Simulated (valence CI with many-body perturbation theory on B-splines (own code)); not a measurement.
**E1 transitions of O II**

Level of theory: relativistic CI+MBPT: five valence electrons over a frozen Dirac-Fock core [He], a basis of 9 s, 9 p, 8 d, 6 f, 3 g, 1 h functions for each j, with the one-electron correlation potential Σ1 (screened to all orders), the two-electron term Σ2, the three-electron term Σ3, Breit, model QED; selected single and double excitations, second order for the rest, scaled by the run's own slope (own B-spline code, finite nucleus).

Set against measurement, 59 paired levels are off by 111 cm⁻¹ on average, the worst by 352. These come from a selection out of the NIST Handbook of Basic Atomic Spectroscopic Data. Levels without a partner in it may be off by more. Among the levels kept, up to 1700 cm⁻¹ of a level comes from second order outside the variational space, and about a tenth of that is noise between levels of different J, which matters for small intervals.

Lines 201 to 250 of 294 in falling wavelength, among levels below 30.027 eV, chosen from the strongest by gf and those to the six lowest levels. Wavelengths and rates use the calculated energies, so an error of 100 cm⁻¹ moves a line at 537.8 Å by 0.054 % and its rate by three times that or more. Electric multipoles are in the length gauge, E1 and E2 with the static RPA response of the core. Weak lines are less certain than strong ones. Lines between different terms over intervals too small for the method are left out, as are lines whose strength nearly cancels. Where a level lies close to another of its J and parity, the split of strength between their lines is uncertain. The highest levels of a list are the least certain.

Names give the largest LS component (configuration and term), which can be under half, so a name can repeat, a term be missing and a line seem to break the LS rules; names also repeat where a configuration has a term twice.

```
λ vac (Å)  λ from measured levels              Upper            Lower   A (s⁻¹)  S (a.u.)
    537.8                   538.3      2s.2p4 2P_3/2  2s2.2p3 2D°_5/2  5.42e+09  1.66e+00
    537.4                   537.8      2s.2p4 2P_1/2  2s2.2p3 2D°_3/2  5.97e+09  9.15e-01
    529.7                   529.4  2s2.2p2.3s 2P_1/2  2s2.2p3 4S°_3/2  1.44e+05  2.11e-05
    529.2                   528.9  2s2.2p2.3s 2P_3/2  2s2.2p3 4S°_3/2  2.45e+05  7.17e-05
    526.0                   525.9  2s2.2p2.3s 2S_1/2  2s2.2p3 2P°_3/2  6.83e+08  9.81e-02
    526.0                   525.9  2s2.2p2.3s 2S_1/2  2s2.2p3 2P°_1/2  3.49e+08  5.01e-02
    524.8                   524.0  2s2.2p2.3d 4F_3/2  2s2.2p3 2P°_3/2  4.87e+03  1.39e-06
    524.8                   524.0  2s2.2p2.3d 4F_3/2  2s2.2p3 2P°_1/2  3.96e+05  1.13e-04
    524.6                   523.9  2s2.2p2.3d 4F_5/2  2s2.2p3 2P°_3/2  8.33e+04  3.56e-05
    521.7                   520.8  2s2.2p2.3d 4P_5/2  2s2.2p3 2P°_3/2  1.58e+06  6.66e-04
    521.5                   520.6  2s2.2p2.3d 4P_3/2  2s2.2p3 2P°_3/2  7.20e+06  2.02e-03
    521.5                   520.7  2s2.2p2.3d 4P_3/2  2s2.2p3 2P°_1/2  5.42e+05  1.52e-04
    521.3                   520.5  2s2.2p2.3d 4P_1/2  2s2.2p3 2P°_3/2  1.91e+06  2.67e-04
    521.3                   520.5  2s2.2p2.3d 4P_1/2  2s2.2p3 2P°_1/2  4.76e+06  6.66e-04
    521.0                   520.2  2s2.2p2.3d 4D_1/2  2s2.2p3 2P°_3/2  2.49e+06  3.47e-04
    521.0                   520.2  2s2.2p2.3d 4D_1/2  2s2.2p3 2P°_1/2  4.20e+06  5.86e-04
    520.9                   520.1  2s2.2p2.3d 4D_3/2  2s2.2p3 2P°_3/2  2.58e+06  7.20e-04
    520.9                   520.1  2s2.2p2.3d 4D_3/2  2s2.2p3 2P°_1/2  5.61e+05  1.56e-04
    520.9                   520.1  2s2.2p2.3d 4D_5/2  2s2.2p3 2P°_3/2  2.97e+05  1.24e-04
    520.7                   519.9  2s2.2p2.3d 2F_5/2  2s2.2p3 2P°_3/2  1.45e+06  6.06e-04
    518.9                   518.2  2s2.2p2.3d 2P_3/2  2s2.2p3 2P°_3/2  1.86e+09  5.14e-01
    518.9                   518.2  2s2.2p2.3d 2P_3/2  2s2.2p3 2P°_1/2  5.67e+08  1.56e-01
    518.7                   517.9  2s2.2p2.3d 2P_1/2  2s2.2p3 2P°_3/2  8.47e+08  1.17e-01
    518.7                   517.9  2s2.2p2.3d 2P_1/2  2s2.2p3 2P°_1/2  1.64e+09  2.26e-01
    516.4                   515.6  2s2.2p2.3d 2D_3/2  2s2.2p3 2P°_3/2  4.90e+08  1.33e-01
    516.4                   515.6  2s2.2p2.3d 2D_3/2  2s2.2p3 2P°_1/2  1.38e+09  3.75e-01
    516.3                   515.5  2s2.2p2.3d 2D_5/2  2s2.2p3 2P°_3/2  1.83e+09  7.48e-01
    510.0                   511.0      2s.2p4 2S_1/2  2s2.2p3 4S°_3/2  9.21e+03  1.21e-06
    505.7                   504.6  2s2.2p2.4s 4P_1/2  2s2.2p3 2P°_3/2  3.83e+05  4.88e-05
    505.7                   504.6  2s2.2p2.4s 4P_1/2  2s2.2p3 2P°_1/2  5.05e+05  6.44e-05
    505.3                   504.4  2s2.2p2.4s 4P_3/2  2s2.2p3 2P°_3/2  1.25e+06  3.18e-04
    505.3                   504.4  2s2.2p2.4s 4P_3/2  2s2.2p3 2P°_1/2  2.19e+05  5.57e-05
    504.9                   504.0  2s2.2p2.4s 4P_5/2  2s2.2p3 2P°_3/2  2.11e+03  8.05e-07
    501.2                          2s2.2p2.4s 2P_1/2  2s2.2p3 2P°_3/2  3.00e+08  3.73e-02
    501.2                          2s2.2p2.4s 2P_1/2  2s2.2p3 2P°_1/2  6.09e+08  7.56e-02
    500.7                          2s2.2p2.4s 2P_3/2  2s2.2p3 2P°_3/2  7.44e+08  1.84e-01
    500.7                          2s2.2p2.4s 2P_3/2  2s2.2p3 2P°_1/2  1.47e+08  3.63e-02
    490.7                   490.7  2s2.2p2.3s 2S_1/2  2s2.2p3 2D°_3/2  1.16e+05  1.35e-05
    489.6                   489.1  2s2.2p2.3d 4F_3/2  2s2.2p3 2D°_3/2  5.23e+05  1.21e-04
    489.5                   489.0  2s2.2p2.3d 4F_5/2  2s2.2p3 2D°_3/2  2.75e+06  9.55e-04
    489.4                   488.9  2s2.2p2.3d 4F_5/2  2s2.2p3 2D°_5/2  7.02e+05  2.44e-04
    489.3                   488.7  2s2.2p2.3d 4F_7/2  2s2.2p3 2D°_5/2  4.87e+06  2.25e-03
    486.9                   486.3  2s2.2p2.3d 4P_5/2  2s2.2p3 2D°_3/2  5.08e+06  1.74e-03
    486.8                   486.3  2s2.2p2.3d 4P_5/2  2s2.2p3 2D°_5/2  1.97e+04  6.73e-06
    486.7                   486.1  2s2.2p2.3d 4P_3/2  2s2.2p3 2D°_3/2  2.89e+05  6.58e-05
    486.7                   486.1  2s2.2p2.3d 4P_3/2  2s2.2p3 2D°_5/2  5.74e+06  1.31e-03
    486.6                   486.0  2s2.2p2.3d 4P_1/2  2s2.2p3 2D°_3/2  5.44e+06  6.18e-04
    486.3                   485.7  2s2.2p2.3d 4D_1/2  2s2.2p3 2D°_3/2  6.64e+06  7.54e-04
    486.2                   485.6  2s2.2p2.3d 4D_3/2  2s2.2p3 2D°_3/2  1.87e+05  4.24e-05
    486.2                   485.6  2s2.2p2.3d 4D_5/2  2s2.2p3 2D°_3/2  4.29e+08  1.46e-01
```
